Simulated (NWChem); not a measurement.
disulfane (H₂S₂); SMILES SS

```xyz
4

S      0.0207    -1.0361     0.0782
S     -0.0207     1.0361     0.0782
H     -0.9320    -1.2508    -0.8618
H      0.9320     1.2508    -0.8618
```
Atoms are numbered in this order, from 1.

Computed with NWChem. All runs use the structure optimised with PBE0/def2-SVP. Level: PBE/def2-SVP with COSMO at NWChem's default radii, gas-phase geometry; the question gives the dielectric constant.

Q: Estimate the computed values for dielectric constant 46.7. Quantities: electrostatic solvation energy (kcal/mol); dipole in solution (D).

A: The electrostatic solvation energy (kcal/mol) is -3.1 and the dipole in solution (D) comes out as 1.86.
